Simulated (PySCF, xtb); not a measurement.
AgI, SMILES [Ag][I] (connectivity only; charge and spin as stated), charge +1, multiplicity 2.

Harmonic wavenumbers (cm⁻¹) from GFN2-xTB (xtb 6.7.1) at its own minimum, in rising order: 166.

**Question.** What does PBE-D3(BJ)/def2-TZVP in PySCF give at its own minimum? (The exact figures need the calculation; the answer reports its results.)

**Answer.** 158. Paired by order, the mean absolute difference is 7 cm⁻¹ and the zero-point energies are 0.2 and 0.2 kcal/mol.
